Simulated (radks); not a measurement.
Neutral lanthanum, configuration [Xe] 5d0.75 6s2 6p0.25 (fractional occupations, a model configuration). Calculated with a radial shooting solver on a logarithmic mesh with Libxc functionals: scalar-relativistic Kohn-Sham, r2SCAN, spin-unpolarised, spherical densities, finite nucleus; meta-GGA in the generalised Kohn-Sham scheme; Fermi nuclear charge, rms radius 4.855 fm.

Local quantities along the radius. ELF = 1/(1 + alpha^2) is the electron localisation function; alpha = (tau - tau_W)/tau_unif compares the Pauli kinetic energy density with that of the uniform gas; -r V(r) is the screened charge that the Kohn-Sham potential presents (atomic units); r v_xc is r times the local exchange-correlation potential (hartree bohr, multiplicative part alone); s = |grad rho|/(2 (3 pi^2)^(1/3) rho^(4/3)) is the reduced gradient. tau is taken from the large components.

| r (bohr) | ELF | alpha | -r V(r) | r v_xc | s |
|---|---|---|---|---|---|
| 0.002663 | 0.999 | 0.02816 | 56.24 | -0.1971 | 0.5646 |
| 0.003638 | 0.999 | 0.03270 | 55.95 | -0.2438 | 0.5373 |
| 0.005011 | 0.998 | 0.04092 | 55.54 | -0.3032 | 0.5285 |
| 0.006845 | 0.997 | 0.05566 | 54.99 | -0.3722 | 0.5384 |
| 0.009427 | 0.993 | 0.08583 | 54.25 | -0.4530 | 0.5690 |
| 0.01288 | 0.978 | 0.1512 | 53.30 | -0.5399 | 0.6207 |
| 0.01774 | 0.907 | 0.3193 | 52.03 | -0.6339 | 0.6898 |
| 0.02423 | 0.651 | 0.7317 | 50.37 | -0.6294 | 0.7244 |
| 0.0331 | 0.350 | 1.363 | 48.26 | -0.5976 | 0.5921 |
| 0.04558 | 0.398 | 1.231 | 45.73 | -0.7223 | 0.3318 |
| 0.06227 | 0.673 | 0.6966 | 42.83 | -0.9828 | 0.2971 |
| 0.08576 | 0.731 | 0.6067 | 39.16 | -1.085 | 0.4321 |
| 0.1172 | 0.444 | 1.119 | 34.98 | -1.002 | 0.4987 |
| 0.1613 | 0.386 | 1.262 | 30.38 | -1.083 | 0.2511 |
| 0.2204 | 0.716 | 0.6294 | 25.91 | -1.464 | 0.2887 |
| 0.3011 | 0.670 | 0.7024 | 21.25 | -1.389 | 0.5845 |
| 0.4147 | 0.192 | 2.050 | 16.65 | -1.120 | 0.4876 |
| 0.5665 | 0.659 | 0.7189 | 12.82 | -1.485 | 0.2085 |
| 0.7802 | 0.703 | 0.6499 | 9.141 | -1.473 | 0.5502 |
| 1.066 | 0.284 | 1.589 | 6.180 | -1.081 | 0.7062 |
| 1.468 | 0.571 | 0.8664 | 4.312 | -1.209 | 0.4785 |
| 2.005 | 0.696 | 0.6605 | 2.912 | -1.163 | 0.8242 |
| 2.74 | 0.193 | 2.045 | 1.679 | -0.7276 | 1.168 |
| 3.773 | 0.313 | 1.482 | 1.337 | -0.9023 | 0.8134 |
| 5.154 | 0.753 | 0.5722 | 0.9895 | -0.8531 | 1.272 |
| 7.098 | 0.543 | 0.9170 | 0.6480 | -0.6252 | 2.783 |
| 9.697 | 0.026 | 6.113 | 0.2016 | -0.1995 | 7.073 |
| 13.35 | 0.000 | 55.89 | 0.1023 | -0.1022 | 20.54 |

On this mesh the ELF has minima near r = 0.039, 0.14, 0.41, 1.1, 3.2 bohr, which separate the shells, and maxima near 0.073 (0.74), 0.26 (0.76), 0.66 (0.77), 1.7 (0.73), 5.2 (0.75).
